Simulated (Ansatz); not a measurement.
Molecule: sum formula BHF (charge 0, doublet). It need not be the lowest isomer of its formula. 
Structure (B3LYP-D3(BJ)/def2-TZVP (Ansatz, an electronic-structure program) minimum search):
```
B
F 1 1.3046
H 1 1.2028 2 121.00
```
Charge 0, spin multiplicity 2.

Basis-set convergence of Hartree-Fock and MP2 correlation energies (hartree) with Ansatz. Cores are frozen in the correlated levels unless marked. Open shells are spin-unrestricted. Spin-orbit coupling is left out. Non-relativistic.

| basis | functions | E(HF) | E(corr, MP2) |
|---|---|---|---|
| def2-SVPD | 51 | -124.58752 | -0.25864 |
| def2-TZVPPD | 94 | -124.73965 | -0.32689 |
| def2-QZVPPD | 162 | -124.74528 | -0.35510 |

Extrapolating the two largest sets (X = 3 and 4) as X^-3: E(corr) = (64·(-0.35510) - 27·(-0.32689))/37 = -0.3757 Eh, an estimate of the basis-set limit. The largest set recovers 94.5 % of it, the smallest 68.8 %.
